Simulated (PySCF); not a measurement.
## Os²⁺: ionisation energy

Os²⁺ [Xe] 4f14 5d6 (5D) → Os³⁺ [Xe] 4f14 5d5 (6S), as a difference of total energies. Calculation: PySCF 2.14, in aug-cc-pwCVDZ-PP with ECP60MDF; a scalar-relativistic core potential. Correlated levels: valence: 5s2 5p6 frozen. The calculations carry no spin-orbit coupling.

```tsv
method	ionisation energy (eV)
UHF	24.874
MP2 (valence)	25.936
SCS-MP2 (valence)	26.131
CCSD (valence)	26.005
CCSD(T) (valence)	26.050
```

How much does correlation contribute at CCSD(T) (valence)?

26.050 − (24.874) = 1.176 eV, measured against UHF.

The reference lies between the lowest fine-structure levels, while these numbers refer to the centres of the terms.

Errors of the correlated levels include the incompleteness of this basis and the frozen core.

For comparison: 25 ± 1.6 eV (theoretical estimate listed by NIST; NIST Atomic Spectra Database, ionization energies).
